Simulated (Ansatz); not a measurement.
Basis-set extrapolation for CH$_{5}$AlOSi, SMILES `C[SiH]1[O][AlH]1` (PBE0-D4/def2-TZVP geometry, frozen core, Ansatz). Multiplicity 1, RHF reference.

```
                      def2-TZVPP   def2-QZVPP
                 HF  -646.594860  -646.616909
    MP2 correlation    -0.607718    -0.652561
CCSD(T) correlation    -0.668700      not run
```

Energies in hartree. Use E(X) = E(∞) + A·exp(−7.88·√X) for Hartree–Fock and E(X) = E(∞) + B·X^(−2.97) for correlation, with X = 3 and 4, and add CCSD(T) minus MP2 of the smaller set to the MP2 limit.

Problem. What is the CCSD(T) energy at the basis-set limit?

Solution. HF limit: -646.616909 + (-0.022049) × 0.13774 = -646.61995. MP2 limit: -0.652561 + (-0.044843) × 0.74074 = -0.68578. Higher-order term: -0.668700 − (-0.607718) = -0.06098. Total: -647.36671 hartree, 64.7 kcal/mol below CCSD(T)/def2-TZVPP.
